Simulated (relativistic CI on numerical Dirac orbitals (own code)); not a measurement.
# Yb4+: 4s photoemission

Computed with this model: Dirac-Coulomb-Breit CI, KLI orbitals optimised for each configuration, a model potential for QED, multiplet model of photoemission in the sudden approximation, unscaled Slater integrals; configurations [Xe] 4f12 → [Ar] 3d10 4s 4p6 4d10 4f12 5s2 5p6; 300 K; Lorentzian 2.1 eV and Gaussian 0.7 eV FWHM. Energies are those of the free ion, without screening or charge transfer. The energies are binding energies and can lie tens of eV above those of solids. Without intra-shell correlation the exchange splitting of an s hole comes out too large, often by half or more. S is read from ⟨S²⟩ = S(S + 1).

free ion: ground-state S = 1.00, centroid 554.95 eV. Peaks (eV, height): 553.0 (100), 559.4 (45).

Strongest unbroadened transitions for free ion:

```
Energy (eV)  Relative strength
     552.85              100.0
     553.71               31.6
     559.48               51.4
     560.75                0.0
     560.87                2.8
```
